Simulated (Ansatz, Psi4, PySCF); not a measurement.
Se (SMILES [Se+]), charge +1, quartet. Base run: WB97X/def2-SVPD (PySCF).

Input for PySCF:
```python
from pyscf import gto, scf, dft

mol = gto.M(
    atom='''
Se    0.000000    0.000000    0.000000
''',
    basis='def2-svpd',
    charge=1,
    spin=3,
    verbose=4,
)

mf = dft.UKS(mol)
mf.xc = 'wb97x'
mf.kernel()
```

The same geometry, method and basis name were run in Ansatz (a first-principles code) and Psi4 and PySCF, at each program's defaults and at the settings that a row names. The base is PySCF at its defaults. Differences at the defaults can come from grids, fitting, cores and function types together.

```csv
code and settings,ΔE vs base (µEh),basis functions,E (Eh),SCF cycles
"PySCF, defaults (exact integrals, its default grid, spherical functions)",0.0,41,-2400.86697,8
"Psi4, defaults (density fitting with its default set, its default grid, spherical functions)",-215,41,-2400.86718,9
"Ansatz, defaults (factorised integrals, its default grid, spherical functions)",3.5,41,-2400.86696,-
"PySCF, density fitting with def2-universal-jkfit",-12.9,41,-2400.86698,8
"PySCF, fine grid",3.1,41,-2400.86696,8
"Psi4, exact integrals, spherical functions, fine grid",27.3,41,-2400.86694,11
"Ansatz, high accuracy",3.4,41,-2400.86696,-
```

Open shells are given as the SCF converged; they aren't shown to be the lowest states, and a large step between rows can be another state.
